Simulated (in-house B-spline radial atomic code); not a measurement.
Atomic self-consistent-field run: Si6+ (an excited or competing configuration). Level of theory: Dirac-Hartree-Fock, average of configuration, Fermi nucleus of rms radius 3.1224 fm; calculated with an all-electron radial atomic-structure program (B-spline basis).

Command:
```bash
python run_scf.py task.json out
```
Settings (nuclear radius in fm, mass in u):
```
Z                14
configuration    [He] 2s2 2p3 5d1
hamiltonian      dirac
method           hf
spin_polarised   False
nucleus          fermi
rms_radius       3.1224
atomic_mass      27.97693
speed_of_light   137.035999084
```

Output (hartree, bohr):
```
 radial grid: 70 intervals, B-splines of order 8, outer radius 21.6418 bohr

 iter        energy (Eh)    residual
    1       -259.1822033    6.69e-01
    2       -263.8657937    7.31e-02
    3       -263.9091064    3.25e-02
    4       -263.9180187    1.45e-02
    5       -263.9203103    1.51e-03
    6       -263.9203321    7.67e-05
    7       -263.9203321    2.45e-06
    8       -263.9203321    6.46e-08

 total energy                     -263.920332
 kinetic                            265.15604
 electron-nucleus                  -582.09256
 electron-electron                   53.01620

 first-order corrections (not in the total)
   Gaunt                            0.05093
   retardation                     -0.00276
   frequency dependence            -0.00002
   self-energy                      0.03852
   Uehling                         -0.00238
   Wichmann-Kroll                   0.00000
   recoil                           0.00464

 orbital      occ     eigenvalue          <r>       <r^2>       <1/r>     <1/r^2>     <1/r^3>       r_max    small
 1s1/2      2.000      -76.79073     0.110619   0.0164406      13.684     379.598           -     0.07258  2.47e-03
 2s1/2      2.000      -12.06464     0.517867     0.31564       2.825     32.8615           -      0.4316  4.19e-04
 2p1/2      1.000      -10.74767     0.463979    0.263523     2.76301     10.5455           -      0.3567  4.05e-04
 2p3/2      2.000      -10.71724     0.465454    0.265057     2.75057     10.3924     61.1573       0.358  4.04e-04
 5d3/2      0.400       -1.01134      4.75443     25.6972    0.295953    0.187416    0.262432        5.05  2.92e-05
 5d5/2      0.600       -1.01121      4.75517     25.7049     0.29586    0.187173    0.261507       5.051  2.92e-05
```

Time taken, with all properties: 0.98 s on 1 thread of Intel(R) Xeon(R) Platinum 8488C (shared host).

For the Dirac Hamiltonian the kinetic term is c α·p + (β - 1)c².
